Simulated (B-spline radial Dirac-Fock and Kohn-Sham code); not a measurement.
# Relativistic shifts of the levels of Tm³⁵⁺

System: the Tm³⁵⁺ ion, configuration [Ar] 3d10 4s2 4p4.

Both columns are ΔSCF binding energies of the configuration average from a radial finite-basis atomic code: non-relativistic Hartree-Fock with a point nucleus, and Dirac-Fock with a finite nucleus and the Coulomb interaction alone, averaged over the two j levels with weights 2j+1.

```tsv
shell	Hartree-Fock (eV)	Dirac-Fock (eV)	shift (eV)	shift (%)
1s	57000.5	61163.6	+4163.12	+7.30
2s	10548.6	11644.3	+1095.74	+10.39
3s	3469.9	3746.4	+276.56	+7.97
3d	2932.6	2922.1	-10.51	-0.36
4s	1609.8	1700.3	+90.54	+5.62
4p	1527.7	1564.2	+36.50	+2.39
```

Relativity binds 1s, 2s, 3s, 4s, 4p more strongly, among those listed most of all 2s in relative terms, and 3d more weakly, because the contracted s and p shells screen the nucleus better.

Values without a named source are computed, but for edge energies of neutral atoms, which are taken from tables.
